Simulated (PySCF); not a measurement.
H₂Cl₂Si, singlet, geometry from GFN2-xTB; R2SCAN/6-31G run with PySCF.

PySCF was given this input:
```python
from pyscf import gto, scf, dft

mol = gto.Mole()
mol.atom = '''
    Si   -0.029365   -0.753806    0.033461
    Cl    1.656056    0.340302    0.026833
    Cl   -1.624718    0.464142   -0.062541
    H    -0.091646   -1.506331    1.276959
    H    -0.029986   -1.615946   -1.138365
'''
mol.basis = '6-31g'
mol.charge = 0
mol.spin = 0
mol.verbose = 4
mol.build()

mf = dft.RKS(mol)
mf.xc = 'r2scan'
mf.kernel()
```

It wrote (shortened):

```
PySCF version 2.14.0

[INPUT] verbose = 4
[INPUT] num. atoms = 5
[INPUT] num. electrons = 50
[INPUT] charge = 0
[INPUT] spin (= nelec alpha-beta = 2S) = 0
[INPUT] symmetry False subgroup None
[INPUT] Mole.unit = angstrom
[INPUT] Symbol           X                Y                Z      unit          X                Y                Z       unit  Magmom
[INPUT]  1 Si    -0.029365000000  -0.753806000000   0.033461000000 AA   -0.055491807648  -1.424486891054   0.063232125854 Bohr   0.0
[INPUT]  2 Cl     1.656056000000   0.340302000000   0.026833000000 AA    3.129492286943   0.643077579642   0.050707021100 Bohr   0.0
[INPUT]  3 Cl    -1.624718000000   0.464142000000  -0.062541000000 AA   -3.070272049651   0.877101262908  -0.118185361556 Bohr   0.0
[INPUT]  4 H     -0.091646000000  -1.506331000000   1.276959000000 AA   -0.173185840412  -2.846553042942   2.413102782298 Bohr   0.0
[INPUT]  5 H     -0.029986000000  -1.615946000000  -1.138365000000 AA   -0.056665327571  -3.053695372086  -2.151198079791 Bohr   0.0

nuclear repulsion = 195.022343402999
number of shells = 25
number of NR pGTOs = 146
number of NR cGTOs = 43
basis = 6-31g
ecp = {}

******** <class 'pyscf.dft.rks.RKS'> ********
method = RKS
initial guess = minao
damping factor = 0
level_shift factor = 0
DIIS = <class 'pyscf.scf.diis.CDIIS'>
diis_start_cycle = 1
diis_space = 8
diis_damp = 0
SCF conv_tol = 1e-09
SCF conv_tol_grad = None
SCF max_cycles = 50
direct_scf = True
direct_scf_tol = 1e-13
XC library pyscf.dft.libxc version 7.1.2
    S. Lehtola, C. Steigemann, M. J. T. Oliveira, and M. A. L. Marques,  SoftwareX 7, 1–5 (2018)
XC functionals = r2scan
    J. W. Furness, A. D. Kaplan, J. Ning, J. P. Perdew, and J. Sun,  J. Phys. Chem. Lett. 11, 8208–8215 (2020)
    J. W. Furness, A. D. Kaplan, J. Ning, J. P. Perdew, and J. Sun,  J. Phys. Chem. Lett. 11, 9248–9248 (2020)
    J. W. Furness, A. D. Kaplan, J. Ning, J. P. Perdew, and J. Sun,  J. Phys. Chem. Lett. 11, 8208–8215 (2020)
    J. W. Furness, A. D. Kaplan, J. Ning, J. P. Perdew, and J. Sun,  J. Phys. Chem. Lett. 11, 9248–9248 (2020)
radial grids:
    Treutler-Ahlrichs [JCP 102, 346 (1995); DOI:10.1063/1.469408] (M4) radial grids

becke partition: Becke, JCP 88, 2547 (1988); DOI:10.1063/1.454033
pruning grids: <function nwchem_prune>
grids dens level: 3
symmetrized grids: False
atomic radii adjust function: <function treutler_atomic_radii_adjust>
small_rho_cutoff = 0
Set gradient conv threshold to 3.16228e-05
Initial guess from minao.
tot grids = 76560
init E= -1211.23535325346
  HOMO = -0.325869147699354  LUMO = -0.0119301589695644  gap/eV = 8.54272
cycle= 1 E= -1210.89899742123  delta_E= 0.336  |g|= 0.33  |ddm|= 2.13
  HOMO = -0.277412356451824  LUMO = -0.0334804842667866  gap/eV = 6.63772
cycle= 2 E= -1210.87662062223  delta_E= 0.0224  |g|= 0.428  |ddm|= 1.36
  HOMO = -0.303398025058748  LUMO = -0.0236552498457316  gap/eV = 7.61219
cycle= 3 E= -1210.94196067113  delta_E= -0.0653  |g|= 0.0161  |ddm|= 0.764
  HOMO = -0.30244700621712  LUMO = -0.0210517846307982  gap/eV = 7.65715
cycle= 4 E= -1210.94207101507  delta_E= -0.00011  |g|= 0.00536  |ddm|= 0.0468
  HOMO = -0.303296877384693  LUMO = -0.0221096250404534  gap/eV = 7.65149
cycle= 5 E= -1210.942081819  delta_E= -1.08e-05  |g|= 0.000636  |ddm|= 0.00999
  HOMO = -0.303163064252306  LUMO = -0.0219629589090139  gap/eV = 7.65184
cycle= 6 E= -1210.94208202466  delta_E= -2.06e-07  |g|= 2.42e-05  |ddm|= 0.0017
  HOMO = -0.303164505942261  LUMO = -0.0219628042486147  gap/eV = 7.65189
cycle= 7 E= -1210.94208202496  delta_E= -2.98e-10  |g|= 3.17e-06  |ddm|= 8.11e-05
  HOMO = -0.303164209436011  LUMO = -0.0219625178286372  gap/eV = 7.65189
Extra cycle  E= -1210.94208202497  delta_E= -5.46e-12  |g|= 1.91e-06  |ddm|= 9.74e-06
converged SCF energy = -1210.94208202497
```
